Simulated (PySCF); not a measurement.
C₄H₈BF₂N: full NMR table

```yaml
Formula: C4H8BF2N
SMILES: C/N=C\CCB(F)F
InChI: InChI=1S/C4H8BF2N/c1-8-4-2-3-5(6)7/h4H,2-3H2,1H3/b8-4-
Point_group_of_the_computed_structure: C1
Carbon_signals: 4
Proton_signals: 4
```

Atoms are numbered as in `[CH3:1]/[N:2]=[CH:3]\[CH2:4][CH2:5][B:6]([F:7])[F:8]`. Each H is labelled by its parent atom.

[PySCF: PBE0-D3(BJ)/def2-SVP structure; J: B3LYP/pcJ-1 (spin–dipole term only in couplings to heteroatoms); KT2/pcSseg-1 with gauge-including orbitals; gas phase; rapidly exchanging positions averaged; relativity neglected; one computed conformer]

Scale: ¹H (31.18 ppm), ¹³C (183.22 ppm) vs TMS; ¹⁹F (138.57 ppm) vs CFCl3; BF3·OEt2 for ¹¹B (99.90 ppm); ¹⁵N (264.30 ppm) vs NH3 (reference shieldings calculated alike).

| carbon | δC, type | δH (multiplicity, J in Hz) | HMBC from (abs. J ≥ 3 Hz) | span of the C tensor (ppm) |
| --- | --- | --- | --- | --- |
| C1 | 39.0, CH3 | 3.20 (q, 2.7) | H(C3) | 47 |
| C3 | 163.9, CH | 7.39 (tqt, 4.0, 3.1, 1.0) | H(C1), H(C4), H(C5) | 172 |
| C4 | 23.8, CH2 | 1.92 (tdq, 8.6, 4.0, 2.5) | H(C3), H(C5) | 16 |
| C5 | 10.2, CH2 | 1.15 (tt, 8.6, 3.5) | H(C3) | 26 |

Other nuclei:
```json
{"atoms": "F7/F8", "nucleus": "¹⁹F", "environment": "fluorine bonded to B", "δ (ppm)": "-89.6", "σ (ppm)": "228.2"}
{"atoms": "B6", "nucleus": "¹¹B", "environment": "boron bonded to C, 2 F", "δ (ppm)": "27.1", "σ (ppm)": "72.8"}
{"atoms": "N2", "nucleus": "¹⁵N", "environment": "imine nitrogen", "δ (ppm)": "363.1", "σ (ppm)": "-98.8"}
```

Selected couplings (Hz, signed; the shortest-range and largest first, 30 at most; isotopes ¹³C, ¹H, ¹¹B, ¹⁹F, ¹⁵N): ¹J(C3,H(C3)) 183.9, ¹J(C1,H(C1)) 139.5, ¹J(B6,F7) -139.0, ¹J(C4,H(C4)) 131.2, ¹J(C5,H(C5)) 122.0, ¹J(C5,B6) 82.8, ¹J(C3,C4) 38.9, ¹J(C4,C5) 38.7, ¹J(N2,C3) -5.4, ¹J(C1,N2) 4.6, ²J(C5,F7) 29.9, ²J(N2,H(C3)) -14.5, ²J(B6,H(C5)) -7.6, ²J(C1,C3) -5.0, ²J(N2,C4) 3.2, ³J(C1,C4) 11.1, ³J(C3,B6) 8.6, ³J(H(C4),H(C5)) 8.6, ³J(H(C3),H(C4)) 4.0, ³J(F7,H(C5)) 3.5, ³J(C4,F7) 2.4, ³J(N2,H(C4)) -2.2, ³J(B6,H(C4)) 2.1, ⁴J(H(C1),H(C3)) -3.1.

δC 163.9: C=N carbon. δC 39.0: methyl carbon bonded to N; pulled downfield by the heteroatom. δC 23.8: sp3 CH2; aliphatic region, no heteroatom directly attached. δH 3.20: hydrogen on a methyl carbon bonded to N; its carbon carries N, which withdraws density. δH 1.15: hydrogen on an sp3 CH2 bonded to B. The protons at 1.92 and 1.15 share a coupling of 8.6 Hz (vicinal). The protons at 7.39 and 1.92 share a coupling of 4.0 Hz (vicinal).

A carbon bonded to boron is broadened by the quadrupolar boron nucleus and is often missing from a measured spectrum. C–F couplings over four or more bonds (about 3 Hz to the para carbon of a fluoroarene) are left out. Multiplet labels drop couplings under 1 Hz and merge nearly equal ones. Unscaled 3J(H,H) at this level run about 10 % above measured values. Shifts are as computed. Against solution values, carbons near 30 ppm lie about +2 ppm off and those near 130 ppm about -5 ppm. Of 1309 compounds with measured shifts, 239 miss one by over three times the rms of a fit or turn the order of signals round; such compounds aren't used in these exercises. Couplings across =CH–CH2 type bonds come from one rotamer and its mirror image, and can be 1–2 Hz further off. Unscaled 19F shifts against computed CFCl3 carry errors that often reach 10 to 50 ppm. Experimental scales use liquid or dissolved standards, which lie at an offset from isolated NH3 (liquid NH3: subtract about 20 ppm). Unscaled 15N shifts of sp2 nitrogen come out 20 to 40 ppm too high even then. Chain 3J(H,H) values assume equally populated staggered rotamers: (2 J gauche + J anti)/3. 3J across rotatable bonds or in flexible rings reflects this conformer alone.
